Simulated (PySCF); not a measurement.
# LiSe: energy against distance

Set-up: PySCF, spin-free X2C with a Gaussian nucleus, basis sets Li x2c-TZVPPall, Se x2c-TZVPPall. Energies in eV from Li + Se in their ground configurations at the same level. State: ²Π (doublet), unpaired electrons π ↑.

All columns are PBE. A positive dipole means Li(−)Se(+).

| R (Å) | E (eV) | μ (D) | Mulliken charge on Li (basis-dependent) | HOMO (eV) | LUMO (eV) | Mayer bond order | ⟨S²⟩ |
| --- | --- | --- | --- | --- | --- | --- | --- |
| 1.955 | -2.417 | -5.69 | 0.61 | -4.63 | -4.42 | 0.73 | 0.75 |
| 2.046 | -2.675 | -5.93 | 0.61 | -4.51 | -4.30 | 0.73 | 0.75 |
| 2.137 | -2.822 | -6.19 | 0.60 | -4.40 | -4.19 | 0.74 | 0.75 |
| 2.205 | -2.877 | -6.38 | 0.60 | -4.33 | -4.11 | 0.74 | 0.75 |
| 2.273 | -2.896 | -6.58 | 0.60 | -4.25 | -4.03 | 0.75 | 0.75 |
| 2.341 | -2.886 | -6.77 | 0.59 | -4.18 | -3.96 | 0.75 | 0.75 |
| 2.432 | -2.838 | -7.04 | 0.58 | -4.10 | -3.88 | 0.76 | 0.75 |
| 2.546 | -2.739 | -7.37 | 0.57 | -4.00 | -3.78 | 0.77 | 0.75 |
| 2.682 | -2.583 | -7.77 | 0.56 | -3.89 | -3.67 | 0.78 | 0.75 |
| 2.864 | -2.343 | -8.27 | 0.54 | -3.77 | -3.54 | 0.80 | 0.76 |

A fit through these points gives, at Re = 2.281 Å, μ = -6.60 D and dμ/dR = -2.90 D/Å; the reduced mass is 6.45 u.

Q: How strong is the fundamental in the double-harmonic approximation, I = 42.26·(dμ/dR)²/μred km/mol?

A: I = 42.26·(-2.90)²/6.45 = 55.1 km/mol at PBE.

Spin–orbit coupling is left out. The state is the lowest determinant that a PBE0 search found; another state may lie lower at other levels.
